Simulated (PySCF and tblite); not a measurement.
The numbers below are computed, except where a source is named.
# Conformers and averaged properties: C8H6O2, numbered as in [CH:1]#[C:2][C:3]1=[C:4]([C:5](=[O:6])[OH:7])[CH:8]=[CH:9][CH2:10]1

Level: PBE0-D3(BJ)/def2-SVP (IEF-PCM, benzene)//GFN2-xTB, thermal terms from GFN2-xTB, symmetry numbers and mirror pairs counted. Conformers within 3 kcal/mol (GFN2-xTB free energy) were kept, 4 at most. GIAO shieldings: mPW1PW91/pcSseg-1 (IEF-PCM, benzene). Couplings: B3LYP/6-31G* with pcJ-1 on H (gas phase; spin-dipole term only for pairs with B, N, F, Si or P). Couplings are for ¹H. H–H couplings come out 0.1 to 0.9 Hz lower than with pcJ-1 on all atoms. Shifts are against TMS (¹H), TMS (¹³C) at the same level. (PySCF 2.14, tblite 0.8.)

Torsions listed: C3–C4–C5–O7, O6–C5–O7–H7. The 5-ring runs over atoms 3–4–8–9–10.

```csv
conformer,shape,symmetry,E(GFN2) kcal/mol,E(DFT) kcal/mol,G(298.15 K) kcal/mol,weight %,dipole D
1,"5-ring flat; 0°, 0°",Cs,0.18,0.00,0.00,54.0,2.71
2,"5-ring flat; 180°, 0°",Cs,0.00,0.04,0.10,46.0,2.32
```

Weights (%) against temperature:

| T (K) | 1 | 2 | S(mix) cal/mol/K |
| --- | --- | --- | --- |
| 250 | 54.6 | 45.4 | 1.37 |
| 273.15 | 54.3 | 45.7 | 1.37 |
| 298.15 | 54.0 | 46.0 | 1.37 |
| 323.15 | 53.8 | 46.2 | 1.37 |
| 373.15 | 53.5 | 46.5 | 1.37 |

Averaged shifts at 298.15 K. ¹H: 7.22 (H8, 1H), 6.73 (H9, 1H), 4.14 (H1, 1H), 3.55 (H10, 2H) ppm. ¹³C: 169.2 (C5), 149.4 (C4), 147.1 (C3), 143.5 (C9), 140.7 (C8), 107.7 (C1), 84.5 (C2), 54.0 (C10) ppm.

Averaged couplings (Hz): ³J(H8,H9) 6.3, ³J(H9,H10) 2.2, ²J(H10,H10) -27.8.

Coordinates of conformer 1 (Å):

```xyz
16

C    -1.735    2.456   -0.260
C    -0.921    1.574   -0.173
C     0.077    0.602   -0.082
C    -0.054   -0.745    0.098
C    -1.282   -1.526    0.245
O    -1.318   -2.724    0.402
O    -2.402   -0.783    0.189
C     1.264   -1.347    0.129
C     2.193   -0.395   -0.028
C     1.536    0.936   -0.177
H    -2.472    3.198   -0.331
H    -3.176   -1.359    0.292
H     1.414   -2.402    0.260
H     3.260   -0.522   -0.050
H     1.773    1.411   -1.132
H     1.835    1.636    0.606
```

Coordinates of conformer 2 (Å):

```xyz
16

C    -1.365    2.853   -0.015
C    -0.694    1.853   -0.003
C     0.134    0.731    0.014
C    -0.234   -0.585   -0.017
C    -1.608   -1.080   -0.076
O    -2.603   -0.397   -0.104
O    -1.671   -2.427   -0.096
C     0.958   -1.408    0.017
C     2.040   -0.621    0.068
C     1.629    0.813    0.071
H    -1.985    3.698   -0.028
H    -2.598   -2.707   -0.133
H     0.928   -2.481    0.003
H     3.069   -0.931    0.102
H     2.029    1.362   -0.784
H     1.964    1.337    0.969
```

The minima are those of GFN2-xTB; planar forms about aryl–S or allylic bonds may be saddles in DFT. H on N, O and S are left out: they exchange, and hydrogen bonds move them by several ppm. Shifts are unscaled: against experiment ¹³C can be off by 15 ppm or more and ¹H by 0.8 ppm.

Search and properties took 4.3 min on 1 thread of Arm Neoverse N1, shared host (rough), launched as `OMP_NUM_THREADS=1 python ens_run.py task.json out`.


Conformer gaps in def2-SVP on xTB geometries can be 2 kcal/mol too large for S=O, P=O and other polar bonds.